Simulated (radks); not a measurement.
The mean radii <r> (bohr) of the occupied orbitals of an atom or ion are listed with their occupations. Method: Dirac Kohn-Sham, PBE, spin-unpolarised, spherical densities, finite nucleus; Fermi nuclear charge, rms radius of each element as measured or else 0.836 A^(1/3) + 0.57 fm; computed with a radial shooting solver on a logarithmic mesh with Libxc functionals.

| orbital | occ. | <r> |
|---|---|---|
| 1s1/2 | 2 | 0.02112 |
| 2s1/2 | 2 | 0.08922 |
| 2p1/2 | 2 | 0.07438 |
| 2p3/2 | 4 | 0.08143 |
| 3s1/2 | 2 | 0.2341 |
| 3p1/2 | 2 | 0.2238 |
| 3p3/2 | 4 | 0.2371 |
| 3d3/2 | 4 | 0.2096 |
| 3d5/2 | 6 | 0.2138 |
| 4s1/2 | 2 | 0.5299 |
| 4p1/2 | 2 | 0.5405 |
| 4p3/2 | 4 | 0.5710 |
| 4d3/2 | 4 | 0.6037 |
| 4d5/2 | 6 | 0.6146 |
| 5s1/2 | 2 | 1.303 |
| 5p1/2 | 2 | 1.472 |
| 5p3/2 | 4 | 1.578 |
| 4f5/2 | 6 | 0.8671 |
| 4f7/2 | 4 | 0.8879 |
| 6s1/2 | 1 | 3.793 |
| 7s1/2 | 1 | 9.948 |

Name the element and its charge. Open shells, if any, fill j = l - 1/2 first.

Answer. Z = 66, dysprosium, charge 0: Dy in [Xe] 4f10 6s1 7s1. The 1s radius gives Z: for a bare nucleus <r> = (2 gamma + 1)/(2Z) with gamma = sqrt(1 - (Z/c)^2), 0.02085 bohr for Z = 66, and screening makes it slightly larger (0.02112 here). The occupations add up to 66, and the charge is Z minus that.
